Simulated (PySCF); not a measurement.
**Excitation energy of Ga²⁺ by level of theory**

Ga²⁺ [Ar] 3d10 4s1 (2S) → Ga²⁺ [Ar] 3d9 4s1 4p1 (high-spin determinant), as a difference of total energies. Calculation: PySCF 2.14, in x2c-QZVPPall (11s7p5d4f1g, 94 functions); scalar relativity by spin-free X2C-1e. Correlated levels: valence and next inner shell: [Ne] frozen. The calculations carry no spin-orbit coupling.

| method | excitation energy (eV) |
| --- | --- |
| UHF | 21.120 |
| LDA | 23.921 |
| PBE | 23.368 |
| PBE0 | 23.042 |
| r2SCAN | 22.878 |
| PW91 | 23.388 |
| B3LYP | 23.217 |
| M06 | 23.934 |
| r2SCAN0 | 22.698 |
| MP2 (valence and next inner shell) | 23.809 |
| SCS-MP2 (valence and next inner shell) | 23.543 |

Task: How much does correlation contribute at MP2 (valence and next inner shell)?

Result: 23.809 − (21.120) = 2.689 eV, measured against UHF.

A first-order spin-orbit estimate (lowest level to lowest level, LS coupling) adds -0.108 eV.

The basis was made for the ground configuration and has no added diffuse functions, so the excitation energy can come out too high.

The determinant of the upper state mixes LS terms, which raises its energy above the lowest term, most at the Hartree-Fock and MP2 levels.
